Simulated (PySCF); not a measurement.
Species: C6H8AlF3.
Cartesian coordinates in Å at the PBE0-D3(BJ)/def2-SVP level; atoms count from 1:
```xyz
18
C6H8AlF3 angstrom
F      3.397   -0.653   -0.650
C      3.403    0.584   -0.213
F      4.613    1.071   -0.193
C      2.284    1.227    0.155
F      2.453    2.500    0.582
Al     0.496    0.431    0.099
C     -0.079   -1.360   -0.445
C     -1.531   -1.334    0.074
C     -2.157    0.065   -0.080
C     -1.267    1.155    0.552
H      0.495   -2.225   -0.078
H     -0.067   -1.436   -1.550
H     -1.538   -1.599    1.147
H     -2.164   -2.087   -0.426
H     -2.276    0.274   -1.160
H     -3.178    0.070    0.340
H     -1.520    2.169    0.209
H     -1.395    1.163    1.651
```

The closed-shell ground state was solved at several levels (PySCF, density fitting, gas phase, non-relativistic).

| level | basis functions | total energy (Eh) | HOMO (eV) | LUMO (eV) | gap (eV) | dipole (D) |
| --- | --- | --- | --- | --- | --- | --- |
| CAM-B3LYP/def2-SVPD | 277 | -774.7356 | -8.61 | -0.42 | 8.19 | 1.49 |
| PBE0/pcSseg-1 | 217 | -774.6380 | -7.26 | -1.37 | 5.89 | 1.32 |

Question: What might B3LYP/pcSseg-1 (217 basis functions) give for the same quantities?

Answer: Total energy -775.3441 Eh, HOMO -7.03 eV, LUMO -1.57 eV, gap 5.46 eV, dipole 1.27 D.

Question: Over all these levels, which gives the widest orbital gap and which the narrowest?

Answer: CAM-B3LYP/def2-SVPD (range-separated hybrid) has the widest, 8.19 eV, and B3LYP/pcSseg-1 (global hybrid, 20 % exact exchange) the narrowest, 5.46 eV. Functional and basis both differ between the two, so the spread mixes both effects.

Question: How far do the dipole and the HOMO energy spread over the levels?

Answer: The dipole runs from 1.27 to 1.49 D (mean 1.36 D) and the HOMO from -8.61 to -7.03 eV.

One conformer stands for the species.
